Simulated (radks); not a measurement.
The dysprosium ion Dy10+, 56 electrons, occupied as [Kr] 4d10 4f8 5s2.

Method: Dirac Kohn-Sham, LB94 model potential, spin-unpolarised, spherical densities, finite nucleus; open shells fill j = l - 1/2 first; Fermi nuclear charge, rms radius 5.2218 fm; computed with a radial shooting solver on a logarithmic mesh with Libxc functionals.

Energy parts (eV):
| part | energy |
|---|---|
| kinetic | 363263.45 |
| electron-nucleus | -805931.84 |
| Hartree | 119417.67 |
(The LB94 potential has no energy functional, so no total or exchange-correlation energy is given.)

Orbitals (lengths in bohr, moments of r in powers of bohr; r(max) is where P^2 peaks):
orbital  occ.  eigenvalue (eV)   r(max)  <1/r>
1s1/2       2        -53976.38  0.01337  74.62
2s1/2       2        -9151.062  0.07613  17.88
2p1/2       2        -8721.599  0.05728  17.89
2p3/2       4        -7914.123  0.06334  15.65
3s1/2       2        -2184.919   0.2156  6.525
3p1/2       2        -1995.179   0.2029  6.453
3p3/2       4        -1827.830   0.2156  5.886
3d3/2       4        -1499.408   0.1705  5.774
3d5/2       6        -1462.719   0.1741  5.634
4s1/2       2        -572.9347   0.4937  2.730
4p1/2       2        -498.1965   0.4966  2.630
4p3/2       4        -460.6423   0.5240  2.431
4d3/2       4        -336.7616   0.5283  2.227
4d5/2       6        -329.8347   0.5372  2.179
4f5/2       6        -179.8385   0.5207  1.775
4f7/2       2        -178.6997   0.5254  1.759
5s1/2       2        -210.1214    1.086  1.184

The highest occupied level is 4f7/2 at -178.70 eV. The density falls to 0.001 e/bohr^3 at r = 2.28 bohr. The electron density at the nucleus is 7.406e+05 e/bohr^3. For comparison, the ionisation energy in NIST's Atomic Spectra Database is 192 eV (theoretical). In exact Kohn-Sham theory the highest level is minus the ionisation energy, but local and semilocal functionals leave it too shallow, through self-interaction and a potential that decays too fast; potentials with the right tail come closer. Summed over all electrons, <r^2> = 15.72 bohr^2, which gives a Langevin (diamagnetic) susceptibility term of -12.4 x 10^-6 cm^3/mol.

Beside tabulated values, note that spin-unpolarised runs miss the spin-polarisation part of the exchange energy of open shells.
